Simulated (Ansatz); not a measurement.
A nudged elastic band was laid between two geometries of GaH5O (7 atoms, charge 0, multiplicity 1).

Theory: Ansatz, RKS PBE-D4/def2-SVP.

| Quantity | Value |
| --- | --- |
| movable images | 7 |
| climbing image | yes |
| spring | 5.0 eV/Å² |
| optimiser | quadratic models (default) |
| start path | through a guess of the saddle point |
| force threshold | 0.05 eV/Å |
| iteration limit | 60 |
| end points | relaxed |

First end point:

```xyz
7
Properties=species:S:1:pos:R:3
Ga 0.028 0.109 0.072
H -0.113 0.642 1.567
H 1.410 0.268 -0.678
H -1.308 -0.079 -0.773
O 0.160 -2.019 0.644
H -0.704 -2.416 0.417
H 0.199 -2.052 1.619
```

Last end point:

```xyz
7
Properties=species:S:1:pos:R:3
Ga 0.040 -0.533 -0.411
H -0.024 0.268 2.241
H 1.440 0.157 -0.566
H -1.403 0.085 -0.579
O 0.179 -2.302 -0.050
H -0.690 -2.737 0.021
H 0.130 -0.486 2.211
```

Question: Which bonds break or form, and what moves?

Answer: Bonds broken: Ga1–H2, O5–H7. Bonds formed: H2–H7. GaH5O becomes GaH3O + H2.

Question: What energy profile does the band end with?

Answer: The forces met the threshold. The highest image is number 4 of 0 to 8, 0.83 eV above the first end and 0.68 eV above the last; the last end lies 0.15 eV above the first. A vibrational analysis at the climbing image gives one clearly imaginary mode, 1018i cm⁻¹: a first-order saddle point. The orbitals stay closed-shell, which can raise the energy where a bond breaks towards radicals; this wasn't checked here.

```csv
image,path coordinate (Å),energy (eV),Ga1–H2 (Å),O5–H7 (Å),H2–H7 (Å)
0,0.00,0.00,1.59,0.98,2.71
1,0.37,0.03,1.60,0.98,2.26
2,0.73,0.13,1.62,0.99,1.80
3,1.10,0.42,1.71,1.06,1.36
4,1.46,0.83,1.87,1.36,0.99
5,1.86,0.50,2.12,1.78,0.81
6,2.25,0.24,2.43,2.17,0.78
7,2.65,0.16,2.70,2.53,0.77
8,3.05,0.15,2.77,2.90,0.77
```

Question: What is the geometry of the highest image?

Answer: 
```xyz
7
Properties=species:S:1:pos:R:3:forces:R:3
Ga 0.041 -0.204 -0.148 0.00 0.00 0.01
H -0.019 -0.113 1.718 0.00 0.00 0.00
H 1.448 0.324 -0.585 0.00 0.00 0.00
H -1.407 0.130 -0.658 -0.01 0.00 0.00
O 0.201 -2.052 0.560 0.00 -0.01 0.00
H -0.633 -2.556 0.491 0.00 0.00 0.00
H 0.042 -1.077 1.490 0.00 0.00 0.00
```

Question: What are the harmonic wavenumbers there?

Answer: 1018i, 414, 438, 515, 612, 688, 701, 748, 879, 1304, 1691, 1893, 1939, 1972, 3702 cm⁻¹.

The run took 96 s on 1 thread of Arm Neoverse V2, on a shared host, peak memory 0.12 GiB.
